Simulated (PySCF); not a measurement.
CH7F2NSi2.

```xyz
13

C      1.9142    -0.8875     0.5878
Si     0.6492     0.3513     0.0379
F      1.3475     1.4172    -0.9759
F      0.1749     1.2130     1.3433
Si    -1.3007    -0.5483    -0.8479
N     -2.0667    -1.2182     0.5649
H      1.4393    -1.6289     1.2502
H      2.7357    -0.3997     1.1362
H      2.3388    -1.4209    -0.2775
H     -2.0718     0.4856    -1.6112
H     -1.0014    -1.6610    -1.7975
H     -2.8812    -1.8172     0.4721
H     -2.1588    -0.6184     1.3799
```

Coordinates come from a ωB97X-D3(BJ)/def2-SVP optimisation. The structure was generated by enumeration, and PubChem lists no compound with its InChIKey, so it may never have been made. One conformer was computed; it need not be the lowest.

Method: PySCF with HF/pcSseg-1. Non-relativistic, no solvent.

Computed absolute GIAO shielding of each atom: isotropic value and principal components (ppm):
```
atom  σ(iso)    σ11    σ22    σ33   span
----  ------  -----  -----  -----  -----
C1     190.7  183.2  190.2  198.7   15.5
Si2    377.0  330.1  336.6  464.2  134.0
F3     359.9  287.0  385.5  407.2  120.1
F4     366.8  298.3  393.9  408.3  110.0
Si5    448.3  407.8  433.0  504.0   96.1
N6     275.7  243.3  270.1  313.7   70.5
H7      31.1   26.7   29.2   37.4   10.7
H8      30.9   26.3   27.9   38.6   12.3
H9      31.4   27.4   28.2   38.5   11.1
H10     27.5   23.9   25.7   32.9    9.0
H11     27.6   25.0   25.6   32.1    7.1
H12     31.4   23.2   26.3   44.7   21.5
H13     31.5   23.1   28.6   42.7   19.6
```
